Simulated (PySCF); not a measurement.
## TDDFT excited states: C6H11N

Species: C6H11N.
SMILES: `C1C[C@H]2CNC[C@@H]12`

Computed with TDDFT wB97X-D/def2-SVPD, vertical, gas phase, core orbitals frozen in the response (PySCF). Isolated species at its GFN2-xTB geometry (one conformer only).

Question: Predict the UV-vis stick spectrum at this level.

Answer: 

```
state  E (eV)  λ (nm)  ν̃ (cm⁻¹)       f  main configurations (H = HOMO, L = LUMO)
   S1    6.32   196.3      50950  0.0063                    H→L (72%), H→L+2 (16%)
   S2    7.44   166.6      60010   0.064       H→L+3 (62%), H→L+7 (18%), H→L (13%)
   S3    7.45   166.5      60060  0.0037                  H→L+1 (80%), H→L+4 (16%)
   S4    7.64   162.2      61640  0.0000        H→L+5 (65%), H→L+2 (17%), H→L (9%)
   S5    8.09   153.3      65250   0.015                  H→L+2 (56%), H→L+5 (25%)
   S6    8.23   150.7      66370  0.0037     H→L+4 (49%), H→L+6 (27%), H→L+1 (10%)
   S7    8.37   148.0      67550   0.030                  H→L+7 (58%), H→L+3 (15%)
   S8    8.38   148.0      67560   0.011                               H-1→L (73%)
```

Triplets (Tamm–Dancoff): T1 6.14 eV, H→L (68%), H→L+2 (15%); T2 7.39 eV, H→L+3 (40%), H→L (21%), H→L+7 (16%); T3 7.40 eV, H→L+1 (79%), H→L+4 (15%).

The lowest singlet lies at 6.32 eV (196 nm, vacuum ultraviolet) and is weak; its leading configuration is HOMO→LUMO (72%). The most intense listed level is S2 at 7.44 eV (167 nm, f = 0.064), 1.12 eV above S1. S2/S3 and S7/S8 lie within about 0.01 eV of each other in each set. Löwdin shares by element: HOMO nitrogen 58%, carbon 20% or more, hydrogen 5% or more (atoms not listed hold the other 17%); LUMO carbon 22% or more, hydrogen 17% or more (atoms not listed hold the other 60%). The oscillator strengths of these states sum to 0.134; summed over the whole spectrum of an exact calculation they would give the number of electrons, 54 (Thomas–Reiche–Kuhn). Of the 8 states listed, 4 reach f = 0.01 and 1 stays under 0.0005. The listed states span 2.06 eV, and the widest gap between neighbours is 1.12 eV (S1 to S2). The window holds the lowest 8 singlets.
